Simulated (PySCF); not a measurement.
## Working out the ionisation energy of Kr⁺

Kr⁺ [Ar] 3d10 4s2 4p5 (2P) → Kr²⁺ [Ar] 3d10 4s2 4p4 (3P). Calculation: PySCF 2.14, in x2c-TZVPPall with one added diffuse shell each of s, p, d type (7s6p5d1f, 57 functions); the spin-free X2C one-electron Hamiltonian (Gaussian nucleus). Frozen: [Ar] 3d10. Energies in hartree (1 hartree = 27.21139 eV):

```tsv
part	Kr⁺ (lower)	Kr²⁺ (upper)
UHF	-2787.700038	-2786.846091
CCSD correlation	-0.157730	-0.127262
(T)	-0.004066	-0.002982
```

What does Hartree-Fock give?

(-2786.846091) − (-2787.700038) = 0.853947 hartree = 23.237 eV.

What do CCSD and CCSD(T) give?

The CCSD correlation energies differ by 0.030468 hartree = 0.829 eV and the triples by 0.001084 hartree = 0.029 eV, so CCSD gives 24.066 eV and CCSD(T) 24.095 eV.

A first-order spin-orbit estimate adds -0.024 eV to CCSD(T) (valence), giving 24.071 eV against 24.360 eV (measured; NIST Atomic Spectra Database, ionization energies).

What remains against the reference includes basis incompleteness, the frozen core and higher excitations.
